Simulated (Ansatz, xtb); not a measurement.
# C5H7NO2Si: which of two isomers lies lower

Structure X: `O=C(O[SiH3])c1cc[nH]c1`, a singlet. Structure Y: `O[SiH2]Oc1ccccn1`, a singlet. Both are isolated molecules in the gas phase, relaxed with B3LYP/def2-SVP; each stands in its lowest conformer found.

Question: Which of the two would you expect CCSD(T)/def2-SVP electronic energies to favour?

Answer: Structure Y; the calculation gives E(Y) − E(X) = −1.139 eV.

How the difference moves with the method:

| level | geometry | E(Y) − E(X) (eV) | departure from the last row (eV) | job, with rough time for the two |
| --- | --- | --- | --- | --- |
| GFN2-xTB | GFN2-xTB | −1.061 | +0.078 | optimisation, 0.26 s |
| HF/STO-3G | GFN2-xTB | −0.817 | +0.322 | single point, 0.56 s |
| r2SCAN-D4/def2-SVP | GFN2-xTB | −1.104 | +0.035 | single point, 5.1 s |
| B3LYP/def2-SVP | B3LYP/def2-SVP | −1.163 | −0.024 | optimisation, 2 min |
| HF/def2-SVP | B3LYP/def2-SVP | −1.291 | −0.152 | part of the CCSD(T) run |
| MP2/def2-SVP | B3LYP/def2-SVP | −1.168 | −0.028 | part of the CCSD(T) run |
| CCSD(T)/def2-SVP | B3LYP/def2-SVP | −1.139 |  | single point, 2.4 min |

As drawn, Y has 1 O–Si, 1 C∷C, 1 O–H, 1 C–H in place of 1 C=O, 1 C–C, 1 Si–H, 1 N–H (∷ is an aromatic bond). Structure X has a 5-membered ring (with an aromatic ring), Y a 6-membered ring (with an aromatic ring).

None of the levels shown reverses the order. The largest departure from CCSD(T)/def2-SVP is that of HF/STO-3G, 0.322 eV. MP2 in a larger basis moves the difference by −0.377 eV, a step that isn't added because spin contamination makes open-shell MP2 unreliable in this search.

With thermal terms from frequencies at re-optimised GFN2-xTB minima (ideal gas, soft modes damped towards free rotors, one conformer each, 298.15 K, 1 atm): on the last row, ΔE + ΔZPE = −1.102, ΔH = −1.114, ΔG = −1.075 eV.

The correlated steps freeze 13 core orbitals. Codes used: Ansatz 0.2.0, xtb 6.7.1; the last row on 4 threads of Arm Neoverse V1 on a shared host.
